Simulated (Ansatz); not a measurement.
Geometry optimisation, Ansatz, DFT PBE-D3(BJ), scalar-relativistic, plane waves, PAW.

Input:

```yaml
crystal:
  lattice:
    - [7.573114, 0.0, 0.0]
    - [3.786557, 6.558509, 0.0]
    - [0.0, 0.0, 14.676426]
  atoms:
    - { symbol: H, position: [0.1111111, 0.11111111, 0.06813648] }
    - { symbol: H, position: [0.44444442, 0.11111111, 0.06813648] }
    - { symbol: H, position: [0.77777774, 0.11111111, 0.06813648] }
    - { symbol: H, position: [0.1111111, 0.44444443, 0.06813648] }
    - { symbol: H, position: [0.44444442, 0.44444443, 0.06813648] }
    - { symbol: H, position: [0.77777774, 0.44444443, 0.06813648] }
    - { symbol: H, position: [0.1111111, 0.77777775, 0.06813648] }
    - { symbol: H, position: [0.44444442, 0.77777775, 0.06813648] }
    - { symbol: H, position: [0.77777773, 0.77777775, 0.06813648] }
    - { symbol: C, position: [0.1111111, 0.11111111, 0.14308661] }
    - { symbol: C, position: [0.44444442, 0.11111111, 0.14308661] }
    - { symbol: C, position: [0.77777774, 0.11111111, 0.14308661] }
    - { symbol: C, position: [0.1111111, 0.44444443, 0.14308661] }
    - { symbol: C, position: [0.44444442, 0.44444443, 0.14308661] }
    - { symbol: C, position: [0.77777774, 0.44444443, 0.14308661] }
    - { symbol: C, position: [0.1111111, 0.77777775, 0.14308661] }
    - { symbol: C, position: [0.44444442, 0.77777775, 0.14308661] }
    - { symbol: C, position: [0.77777773, 0.77777775, 0.14308661] }
    - { symbol: C, position: [-0.11111111, 0.22222221, 0.17819632] }
    - { symbol: C, position: [0.22222221, 0.22222221, 0.17819632] }
    - { symbol: C, position: [0.55555553, 0.22222221, 0.17819632] }
    - { symbol: C, position: [-0.11111111, 0.55555554, 0.17819632] }
    - { symbol: C, position: [0.22222221, 0.55555554, 0.17819632] }
    - { symbol: C, position: [0.55555552, 0.55555554, 0.17819632] }
    - { symbol: C, position: [-0.11111111, 0.88888886, 0.17819632] }
    - { symbol: C, position: [0.2222222, 0.88888886, 0.17819632] }
    - { symbol: C, position: [0.55555552, 0.88888886, 0.17819632] }
    - { symbol: C, position: [-0.11111111, 0.22222221, 0.28352546] }
    - { symbol: C, position: [0.22222221, 0.22222221, 0.28352546] }
    - { symbol: C, position: [0.55555553, 0.22222221, 0.28352546] }
    - { symbol: C, position: [-0.11111111, 0.55555554, 0.28352546] }
    - { symbol: C, position: [0.22222221, 0.55555554, 0.28352546] }
    - { symbol: C, position: [0.55555552, 0.55555554, 0.28352546] }
    - { symbol: C, position: [-0.11111111, 0.88888886, 0.28352546] }
    - { symbol: C, position: [0.2222222, 0.88888886, 0.28352546] }
    - { symbol: C, position: [0.55555552, 0.88888886, 0.28352546] }
    - { symbol: C, position: [0.0, 0.0, 0.31863518] }
    - { symbol: C, position: [0.33333332, 0.0, 0.31863518] }
    - { symbol: C, position: [0.66666663, 0.0, 0.31863518] }
    - { symbol: C, position: [0.0, 0.33333332, 0.31863518] }
    - { symbol: C, position: [0.33333331, 0.33333332, 0.31863518] }
    - { symbol: C, position: [0.66666663, 0.33333332, 0.31863518] }
    - { symbol: C, position: [-1.0e-08, 0.66666664, 0.31863518] }
    - { symbol: C, position: [0.33333331, 0.66666664, 0.31863518] }
    - { symbol: C, position: [0.66666663, 0.66666664, 0.31863518] }
    - { symbol: Al, position: [0.59259256, 0.03703704, 0.45286404], spin: 1.0 }
    - { symbol: Cl, position: [0.18518517, 0.18518518, 0.40584987] }
    - { symbol: Cl, position: [0.31562237, 0.30657395, 0.48764771] }
    - { symbol: Cl, position: [0.60001783, -0.23992932, 0.48764771] }
magnetization:
  spin_polarized: true
basis:
  ecutwfc: 420.0
kpoints:
  mp_grid: { grid: [2, 2, 1] }
hamiltonian:
  xc: pbe
  dispersion: d3bj
  pseudopotentials: { kind: paw, azcp: { folder: soft_1 } }
scf:
  occupations: { method: gaussian, width: 0.02 }
  lower_state_search: "off"
relax:
  f_tol: 0.03
  max_steps: 60
  adjacent_minimum: "off"
  constraints:
    - { sites: [0, 1, 2, 3, 4, 5, 6, 7, 8, 9, 10, 11, 12, 13, 14, 15, 16, 17, 18, 19, 20, 21, 22, 23, 24, 25, 26] }
```

Launched with:

```bash
$ ansatz run input.yaml --threads 4 --pin off --max-ram 10240MiB --backend cpu --events-out ev --progress --plain --runs-dir out
```

Where does it end, and by what steps?

The forces met the threshold. The force dipped under the threshold on the way, but the program's further checks kept it going. Limits of this set-up: coarse k mesh, thin slab, slab without dipole correction, a typed lattice constant that wasn't relaxed here. After 16 steps the energy has fallen by 11.829 eV; Cl48 moved furthest, 1.82 Å. The start is strongly strained (largest force component 9 eV/Å), so its close contacts needn't be bonds. Parted: C29–Cl47 (1.86 → 2.70 Å), C38–Cl47 (1.81 → 3.14 Å), Cl47–Cl48 (2.04 → 3.79 Å).

| step | energy less start (eV) | largest force component (eV/Å) | accepted |
| --- | --- | --- | --- |
| 0 | 0.0000 | 8.947 | yes |
| 1 | -4.3855 | 5.429 | yes |
| 2 | -7.1635 | 2.866 | yes |
| 3 | -8.3972 | 2.143 | yes |
| 4 | -9.3778 | 1.733 | yes |
| 5 | -10.2070 | 1.761 | yes |
| 6 | -10.8256 | 1.436 | yes |
| 7 | -11.2628 | 0.987 | yes |
| 8 | -11.5904 | 0.535 | yes |
| 9 | -11.7602 | 0.256 | yes |
| 10 | -11.8060 | 0.097 | yes |
| 11 | -11.8225 | 0.136 | yes |
| 12 | -11.8258 | 0.073 | yes |
| 13 | -11.8280 | 0.049 | yes |
| 14 | -11.8282 | 0.045 | yes |
| 15 | -11.8285 | 0.014 | yes |
| 16 | -11.8285 | 0.014 | yes |

```xyz
49
Lattice="7.5731 0.0000 0.0000 3.7866 6.5585 0.0000 0.0000 0.0000 14.6764" Properties=species:S:1:pos:R:3
H 1.262 0.729 1.000
H 3.787 0.729 1.000
H 6.311 0.729 1.000
H 2.524 2.915 1.000
H 5.049 2.915 1.000
H 7.573 2.915 1.000
H 3.787 5.101 1.000
H 6.311 5.101 1.000
H 8.835 5.101 1.000
C 1.262 0.729 2.100
C 3.787 0.729 2.100
C 6.311 0.729 2.100
C 2.524 2.915 2.100
C 5.049 2.915 2.100
C 7.573 2.915 2.100
C 3.787 5.101 2.100
C 6.311 5.101 2.100
C 8.835 5.101 2.100
C 0.000 1.457 2.615
C 2.524 1.457 2.615
C 5.049 1.457 2.615
C 1.262 3.644 2.615
C 3.787 3.644 2.615
C 6.311 3.644 2.615
C 2.524 5.830 2.615
C 5.049 5.830 2.615
C 7.573 5.830 2.615
C -0.010 1.450 4.207
C 2.529 1.450 4.189
C 5.047 1.460 4.198
C 1.260 3.651 4.211
C 3.782 3.640 4.267
C 6.307 3.641 4.248
C 2.519 5.830 4.234
C 5.043 5.826 4.271
C 7.569 5.826 4.188
C -0.010 -0.005 4.588
C 2.528 -0.005 4.571
C 5.034 0.006 4.721
C 1.264 2.181 4.686
C 3.785 2.173 4.575
C 6.305 2.179 4.570
C 2.522 4.377 4.585
C 5.042 4.368 4.603
C 7.569 4.376 4.572
Al 4.560 0.326 6.639
Cl 1.303 2.154 6.493
Cl 5.285 2.000 7.702
Cl 3.556 -1.121 7.799
```

Whether the end is a true minimum wasn't checked by a vibrational analysis.

Run time: 2.6 min on 4 threads of Arm Neoverse V2, on a shared host, peak memory 2.4 GiB.
